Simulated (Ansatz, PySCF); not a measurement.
Gas-phase reaction (SMILES): C#CB(C)C [ethynyl(dimethyl)borane] + N (NH3) -> CB(C)N + C#C (C2H2) [acetylene]; ammonia cleaves one B-C bond, a model of a ligand-exchange step.

Structures are relaxed separately at B3LYP-D3(BJ)/def2-TZVP in Ansatz (a program for electronic structure), one conformer each, not searched for the lowest. Correlated levels leave the core frozen unless marked. No spin-orbit coupling. Non-relativistic. Basis-set limits of correlation are two-point, X^-3; Hartree-Fock from the larger set. [CCSD(T)-MP2]/basis is that difference in the basis named. Thermal terms are rigid-rotor harmonic-oscillator values from B3LYP-D3(BJ) frequencies (Ansatz or PySCF) at 298.15 K and 1 atm. 1 Eh = 627.5095 kcal/mol.

```csv
species,"E, RI-MP2/CBS(aug-cc-pVTZ,aug-cc-pVQZ)+[CCSD(T)-MP2]/aug-cc-pVTZ (Ansatz) (Eh)","E, wB97X-V/def2-TZVPD (Ansatz) (Eh)",H - E (Eh),G - E (Eh)
C#CB(C)C,-181.17742,-181.45241,0.10364,0.06563
N (NH3),-56.50756,-56.56167,0.03799,0.01614
CB(C)N,-160.48757,-160.71039,0.11171,0.07648
C#C (C2H2),-77.22624,-77.33193,0.03061,0.00785
```

**Question.** Work out ΔE and ΔH, ΔG, ΔS and the equilibrium constant at 298.15 K at the first level, then ΔH at the second.

**Answer.** 
1. ΔE = [(-160.48757) + (-77.22624)] - [(-181.17742) + (-56.50756)] = -0.02883 Eh = -18.1 kcal/mol at RI-MP2/CBS(aug-cc-pVTZ,aug-cc-pVQZ)+[CCSD(T)-MP2]/aug-cc-pVTZ.
2. The terms H - E add up to 0.00069 Eh, so ΔH = (-0.02883 + (0.00069))×627.5095 = -17.7 kcal/mol.
3. The terms G - E add up to 0.00256 Eh, so ΔG = -16.5 kcal/mol, and ΔS = (0.00069 - (0.00256))×627509.5/298.15 = -3.9 cal/(mol K).
4. log10 K = -ΔG/(RT ln 10) = 12.1, with RT ln 10 = 1.3642 kcal/mol.
5. At wB97X-V/def2-TZVPD the same steps give ΔE = -17.7 and ΔH = -17.3 kcal/mol, a shift of +0.4 from the first level.
6. These values are not checked against measurement here, since the tables used lack a sound gas-phase enthalpy of formation for at least one species.
